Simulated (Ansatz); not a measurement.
Gas-phase electronic energies from Ansatz, PBE0-D4/def2-TZVP geometries. CCSD(T)/CBS adds triple-zeta CCSD(T) − MP2 to the extrapolated MP2 energy (def2 sets, frozen cores). This one scheme is used for every species. DFT in def2-TZVPP. Each species was taken in one conformer, which may not be the lowest.

Consider the substitution at a C–C bond: `CC1OB1O` + HCl → `OB1OC1Cl` + CH₄.

`CC1OB1O`:

Cartesian coordinates in Å:
```
C 0.032 -1.198 -0.730
C 0.140 -0.331 0.486
O 1.328 0.619 0.479
B 0.117 1.179 0.489
O -0.373 2.429 0.478
H 0.095 -0.614 -1.650
H 0.819 -1.957 -0.748
H -0.931 -1.716 -0.724
H 0.103 -0.876 1.428
H -1.331 2.464 0.493
```

HCl:

```xyz
2

Cl    0.418    0.158    0.458
H    -0.418   -0.158   -0.458
```

`OB1OC1Cl`:

Z-matrix (Å, degrees):
```
C
Cl 1 1.751
B 1 1.501 2 122.2
O 1 1.482 2 114.6 3 61.2
H 1 1.084 2 110.2 3 -170.4
O 3 1.333 1 156.4 2 -78.8
H 6 0.963 3 114.1 1 175.2
```

CH₄:

```xyz
5

C     0.000    0.000    0.000
H    -0.447   -0.400    0.909
H     0.788    0.705    0.263
H    -0.763    0.511   -0.586
H     0.422   -0.816   -0.586
```

```csv
level,ΔE (kcal/mol)
r2SCAN-D4,3.2
BLYP,2.0
r2SCANh,3.5
CCSD/def2-SVP,6.3
```

(1) What does CCSD(T)/CBS give? (Best estimate.)

Largest T1 diagnostic among the species: 0.014.

Answers

(1) The calculation gave: +4.8 kcal/mol. The listed levels differ from it by -1.6, -2.8, -1.3, 1.5 kcal/mol.

At CCSD(T), def2-SVP lies +1.1 kcal/mol from the extrapolated value and def2-TZVPP +0.3 kcal/mol. Leaving LDA and LC-ωPBE aside and taking each functional with its dispersion term where it has one, the values, not all of them listed here, spread over 2.5 kcal/mol, from BLYP-D4 to PBE-QIDH. LDA lies +1.3 kcal/mol from PBE without D4. From BLYP to BHLYP (50 % exact exchange), in def2-TZVPP and without D4, ΔE moves by +2.4 kcal/mol.
